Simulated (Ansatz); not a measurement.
Consider the homolysis of the B–Br bond: `CN(C)B(O)Br` → `CN(C)[B]O`• + Br•.

Computed with Ansatz on PBE0-D4/def2-TZVP structures; ΔE is electronic, products minus reactants. CCSD(T)/CBS is the MP2 limit (def2-TZVPP, def2-QZVPP) plus CCSD(T) − MP2 in def2-TZVPP, frozen cores. Functionals use def2-TZVPP. Open shells (•) are unrestricted, without spin–orbit coupling. Spin–orbit coupling would lower the free atoms: clearly for Br. Bonds to Br are less sure, by a few kJ/mol each and by 10 to 20 or more in all where they break to atoms, as the def2 sets lack core-valence functions. Scalar relativity is left out up to krypton. One conformer a species, not always the lowest.

```
      species  PBE-D4 energy (Eh)
`CN(C)B(O)Br`         -2808.95666
 `CN(C)[B]O`•          -235.05664
          Br•         -2573.72072
```

(1) Work out ΔE.

Largest T1 diagnostic among the species: 0.013.

## Answers

(1) ΔE = (-235.05664) + (-2573.72072) − (-2808.95666) = 0.17930 Eh = +112.5 kcal/mol. CCSD(T)/CBS gives +116.7 kcal/mol.

In def2-TZVPP, CCSD(T) changes the Hartree–Fock value by +29.5 kcal/mol (the triples alone add +2.8 kcal/mol) and MP2 by +34.4 kcal/mol; breaking electron pairs costs correlation energy, which Hartree–Fock lacks. The D4 term adds +3.2 kcal/mol with B3LYP and +1.7 kcal/mol with PBE0; it sums over pairs of atoms, weighted by their polarisabilities, and B3LYP, whose exchange is more repulsive, gets the larger term.

B3LYP here is the variant with VWN-RPA as its local correlation; programs differ in this.
